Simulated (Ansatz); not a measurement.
`[F][Ti]([F])([F])[O][SiH3]` + HCl → `[F][Ti]([F])([F])[Cl]` + `O[SiH3]` at 700 K and 1 bar (ligand exchange at a Ti–O bond).

Gas-phase electronic energies from Ansatz, PBE0-D4/def2-TZVP geometries. CBS: MP2 limit from def2 TZ/QZ plus the TZ coupled-cluster correction, frozen cores. This one scheme is used for every species. For Ti outer-core shells are correlated without core-valence functions, which leaves a few kJ/mol of doubt a bond. Scalar relativity is left out up to krypton. One conformer a species, not always the lowest.

| species | CCSD(T)/CBS energy (Eh) | H − E (kJ/mol) | S (J/(mol·K)) |
| --- | --- | --- | --- |
| `[F][Ti]([F])([F])[O][SiH3]` | -1514.66287 | 183.2 | 534.3 |
| HCl | -460.38127 | 38.4 | 211.8 |
| `[F][Ti]([F])([F])[Cl]` | -1608.34854 | 80.2 | 410.7 |
| `O[SiH3]` | -366.69042 | 144.6 | 321.6 |

H − E and S are ideal-gas, rigid-rotor, harmonic terms from PBE0-D4/def2-TZVP, for one conformer and one mirror image of each species. 1 Eh = 2625.50 kJ/mol, R = 8.31446 J/(mol·K).

Q: By hand: ΔE, ΔH, ΔS and ΔG.

A: ΔE = (-1608.34854) + (-366.69042) − (-1514.66287) − (-460.38127) = 0.00518 Eh = 13.6 kJ/mol. Δ(H − E) = 80.2 + 144.6 − 183.2 − 38.4 = 3.2, so ΔH = 16.8 kJ/mol. ΔS = 410.7 + 321.6 − 534.3 − 211.8 = -13.8 J/(mol·K). ΔG = 16.8 − 700 × (-13.8)/1000 = 26.5 kJ/mol.

Q: By hand: the equilibrium constant, and the temperature at which ΔG would vanish if ΔH and ΔS stayed fixed.

A: log₁₀ K = −ΔG/(RT ln 10) = -2.0. ΔH and −TΔS have one sign here, so there is no such temperature.

TΔS isn't small against ΔH here. A doubt of 5 kJ/mol in ΔE shifts log₁₀ K by 0.4 here. Other conformers and mirror images would add mixing entropy, several J/(mol·K) or more a flexible species. Modes under 60 cm⁻¹, often nearly free rotors, make the harmonic entropy too high. These are equilibria of isolated gas molecules and say nothing of rates. Largest T1 diagnostic: 0.024 (customary marks: 0.02 for closed shells, 0.045 for open ones).
